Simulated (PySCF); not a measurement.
Si(H)(Me)(NHMe)2, C3H12N2Si, SMILES N(C)[SiH](NC)C (GFN2-xTB optimised geometry):

```
18

Si    -1.419    -0.783     0.000
C     -1.992    -1.752    -1.537
N      0.305    -0.783     0.000
C      1.072    -0.311    -1.126
N     -1.792    -1.464     1.539
C     -3.151    -1.730     1.936
H     -2.088     0.533     0.000
H     -3.039    -2.029    -1.447
H     -1.420    -2.667    -1.668
H     -1.893    -1.168    -2.447
H      0.745    -0.528     0.872
H      2.088    -0.709    -1.081
H      1.132     0.783    -1.171
H      0.602    -0.662    -2.041
H     -1.159    -2.162     1.900
H     -3.223    -1.783     3.024
H     -3.781    -0.915     1.587
H     -3.543    -2.665     1.518
```

Method: PBE0/def2-SVP (PySCF).

**Question.** What are the frontier orbital energies and the dipole moment?

**Answer.** HOMO-2 -8.87 eV, HOMO-1 -6.47 eV, HOMO -6.27 eV, LUMO 1.67 eV, LUMO+1 1.79 eV; dipole moment 0.76 D.

On the same geometry PBE/def2-SVP in PySCF gives HOMO-2 -7.43 eV, HOMO-1 -5.05 eV, HOMO -4.81 eV, LUMO 0.78 eV, LUMO+1 0.93 eV; dipole moment 0.84 D.

Meta-Löwdin charges at PBE0/def2-SVP: Si1 0.95, C2 -0.58, N3 -0.57, C4 -0.19, N5 -0.57, C6 -0.19, H7 -0.17, H8 0.11, H9 0.11, H10 0.11, H11 0.21, H12 0.10, H13 0.08, H14 0.10, H15 0.21, H16 0.10, H17 0.10, H18 0.08.
